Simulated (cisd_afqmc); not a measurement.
Input (AFQMC/CISD/def2-TZVPPD; cisd_afqmc is a phaseless AFQMC code with CISD trial states that reads the integrals written by Ansatz): A basis named .json is the Basis Set Exchange file of that set.

Ansatz 0.2 input:
```python
import cisd_afqmc

open("ham.yaml", "w").write("""\
crystal:
  periodic: [false, false, false]
  atoms:
    - {symbol: Si, position_ang: [0.00000000, 0.00000000, 0.00000000]}
basis:
  gaussian:
    orbitals: def2-TZVPPD.json
magnetization: {spin_polarized: true, initial_magnetization: 2}
correlation: {method: ccsd, electrons: outside_noble_gas, hamiltonian_folder: ham}
scf: {lower_state_search: full}
""")
rep = cisd_afqmc.ansatz("ham.yaml")
e_ccsd = rep["correlation"]["coupled_cluster"]["energy"]["hartree"]
out = cisd_afqmc.run("ham", e_ccsd, trial="CISD", walkers=200, populations=8, threads=8, dt=0.005, steps=40, early=24, settle=10, least=32,
    cut=5e-5, rank_cut=2e-4, target=0.0004, seconds=1500, seed=1, memory=12960, gpu=False)
```

Output:

```
orbitals 43, occupied [3, 1], factors 195 of 278, rank of the doubles 81 of 162
E(HF) = -288.850922
E(CCSD) on the cut factors = -288.925486, shift to the whole factors -0.000011
Energy of the trial state on the determinant = -288.925403
  tau behind 7.2 of longer steps, mean of the populations' last blocks
   2.0  -288.92861
   4.0  -288.92858
   6.0  -288.92800
   8.0  -288.92838
blocks 309 (2 outliers left out), error by blocks joined: 1: 0.00004, 2: 0.00005, 4: 0.00006, 8: 0.00007, 16: 0.00009
E(AFQMC/CISD) = -288.92847 +/- 0.00009
```

The error still grows at the longest joins of blocks, or few joins were possible, so the printed bar may be too narrow.
